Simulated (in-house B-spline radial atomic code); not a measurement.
Values are calculated unless marked as measured or tabulated.
## Ge ion on Hf atom: potential, deflection and energy transfer

The pair potential comes from two frozen, spherical free-atom densities (PBE, B-spline radial code, scalar-relativistic past argon): electrostatics plus the change in Thomas-Fermi kinetic and Dirac exchange energy where they overlap, the recipe behind the universal ZBL potential, which averages such potentials (from solid-state densities) over many pairs. It is written V = (Z1 Z2 e²/r) φ(r/a), with e² = 14.3996 eV·Å and a = 0.46850 Å/(Z1^0.23 + Z2^0.23); ZBL's fit is φ = 0.18175 e^(−3.1998x) + 0.50986 e^(−0.94229x) + 0.28022 e^(−0.4029x) + 0.02817 e^(−0.20162x). Where φ falls below 4e-4 it is continued as an exponential.

Masses 72.63 and 178.49 u.

| x = r/a | φ, this pair | φ, ZBL |
| --- | --- | --- |
| 0.1 | 0.8836 | 0.8928 |
| 0.5 | 0.6053 | 0.6096 |
| 1.5 | 0.296 | 0.2995 |
| 3 | 0.1272 | 0.1292 |
| 5 | 0.05021 | 0.05224 |
| 8 | 0.01557 | 0.01705 |
| 12 | 0.004376 | 0.00474 |
| 17 | 0.001213 | 0.001212 |

Question: At x = 3 the electrostatic, kinetic and exchange parts are 3014.5, 12185.04 and -506.14 eV. Find r, V and φ.

Answer: a = 0.46850/(2.2191 + 2.6742) = 0.09574 Å, so r = 0.28723 Å. V = 3014.5 + 12185.04 + (-506.14) = 14693.40 eV. The bare repulsion is 32 × 72 × 14.3996/0.28723 = 115510 eV, so φ = 0.1272, -1.6 % against ZBL's 0.1292. The kinetic (Pauli) term is 83 % of V here.

Question: The ion comes in at 4.875 keV with impact parameter 0.1915 Å. The scattering integral gives a centre-of-mass angle of 119.5° and a closest approach of 5.262 a. What are the reduced energy, the energy passed on and the laboratory angles?

Answer: ε = E a M2/(Z1 Z2 e² (M1 + M2)) = 4875 × 2.0512e-06 = 0.01. The most that one collision can pass on is γE with γ = 4 M1 M2/(M1 + M2)² = 0.8223. Here T = γE sin²(θ/2) = 0.8223 × 4875 × 0.7459 = 2990 eV. The ion turns by arctan(sin θ/(cos θ + M1/M2)) = 95.6° (second quadrant: it bounces back), and the struck atom leaves at (180° − θ)/2 = 30.3°. The closest approach is 0.504 Å. With ZBL the angle would be 119.98° and T = 3006 eV.
